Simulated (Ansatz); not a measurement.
Consider the formal exchange of groups at the Se–C bond: `CO/C=C\[SeH]` + `CO[SiH2]C` → `CO[SiH](C)[SeH]` + `C=COC`.

Program: Ansatz. Geometries: PBE0-D4/def2-TZVP. ΔE: electronic, gas phase. CCSD(T)/CBS adds triple-zeta CCSD(T) − MP2 to the extrapolated MP2 energy (def2 sets, frozen cores). DFT in def2-TZVPP. B3LYP here is the variant with VWN-RPA as its local correlation; programs differ in this. For Se outer-core shells are correlated without core-valence functions, which leaves a few kJ/mol of doubt a bond. Scalar relativity is left out up to krypton. Each species was taken in one conformer, which may not be the lowest.

`CO/C=C\[SeH]`:

Z-matrix (Å, degrees):
```
C
O 1 1.409
H 1 1.095 2 111.2
H 1 1.089 2 106.9 3 119.1
H 1 1.096 2 111.1 3 -121.9
C 2 1.350 1 115.3 3 64.9
C 6 1.327 2 121.6 1 -168.5
H 6 1.088 2 116.7 1 12.9
Se 7 1.893 6 121.5 2 0.9
H 7 1.079 6 120.3 2 -177.5
H 9 1.467 7 94.0 6 175.4
```

`CO[SiH2]C`:

Cartesian coordinates in Å:
```
C -0.190 -0.510 -1.820
O -0.654 -0.980 -0.578
Si 0.099 -0.640 0.845
C 0.016 1.170 1.284
H -0.756 -1.006 -2.610
H 0.874 -0.733 -1.966
H -0.334 0.572 -1.922
H 1.533 -1.050 0.756
H -0.596 -1.464 1.864
H 0.530 1.787 0.542
H 0.498 1.343 2.250
H -1.020 1.510 1.355
```

`CO[SiH](C)[SeH]`:

```xyz
13

C    -0.943   -1.704   -0.889
O     0.188   -0.960   -0.502
Si    0.121    0.583    0.048
C     1.848    1.057    0.517
Se   -1.222    0.792    1.892
H    -1.630   -1.843   -0.047
H    -0.606   -2.683   -1.232
H    -1.484   -1.215   -1.708
H    -0.474    1.459   -0.998
H     1.895    2.109    0.802
H     2.198    0.454    1.359
H     2.524    0.889   -0.325
H    -2.416    1.061    1.083
```

`C=COC`:

```xyz
10

C     0.741    1.225    0.206
C     0.924   -0.039    0.578
O     0.144   -1.101    0.314
C    -1.012   -0.854   -0.449
H    -0.102    1.559   -0.382
H     1.471    1.964    0.505
H     1.782   -0.342    1.168
H    -1.519   -1.811   -0.565
H    -1.676   -0.147    0.060
H    -0.754   -0.453   -1.435
```

```json
{"level": "r2SCAN-D4", "ΔE (eV)": "-1.33"}
{"level": "B3LYP-D4", "ΔE (eV)": "-1.28"}
{"level": "HF/def2-TZVPP", "ΔE (eV)": "-1.29"}
{"level": "MP2/def2-TZVPP", "ΔE (eV)": "-1.30"}
```

Question: What does CCSD(T)/CBS give? (An estimate is asked.)

Answer: The calculation gave: -1.35 eV. The listed levels differ from it by 0.02, 0.07, 0.06, 0.05 eV.

Largest T1 diagnostic among the species: 0.012.

From PBE to PBE0 (25 % exact exchange), in def2-TZVPP and without D4, ΔE moves by −0.05 eV. The D4 term adds −0.04 eV with B3LYP and −0.02 eV with PBE0; it sums over pairs of atoms, weighted by their polarisabilities, and B3LYP, whose exchange is more repulsive, gets the larger term.
